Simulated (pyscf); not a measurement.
This saddle point was located with ωB97X-D3(BJ)/def2-SVP in PySCF.

```xyz
10

C     -0.0166    -0.3328    -0.9491
C      0.1901     0.1807     0.2972
Si    -1.2169     0.5714     1.4851
H     -1.0250    -0.4483    -1.3596
H      0.8151    -0.5659    -1.6227
H      1.2295     0.3007     0.6287
H     -2.4940     0.1310     0.8606
H     -0.9917    -0.1056     2.7898
H     -1.2638     2.0460     1.7197
Cl    -0.1713    -2.4584     0.3470
```
Charge 0, spin multiplicity 2.

Surface: doublet, charge 0. Lowest wavenumbers (cm⁻¹): 92i, 118, 157, 234, 281.

Q: Which two sides does it connect, and which bonds change?

A: `[CH2][CH]([SiH3])[Cl]` [doublet] ⇌ `[SiH3][CH][CH2][Cl]` [doublet], a group migration read from left to right: C–Cl broken and C–Cl formed. At ωB97M-D3(BJ)/def2-TZVP it lies +7.5 kcal/mol from the left side and +10.8 kcal/mol from the right (each side as separated species at their lowest minima found). •H₂C–CH(SiH₃)–Cl lies 62.4 kcal/mol over its isomer H₃C–Si•(CH₃)–Cl (electronic energy, ωB97M-D3(BJ)/def2-TZVP). H₃Si–CH•–CH₂–Cl lies 59.1 kcal/mol over its isomer H₃C–Si•(CH₃)–Cl (electronic energy, ωB97M-D3(BJ)/def2-TZVP). One saddle was located; it need not be the lowest between these sides.
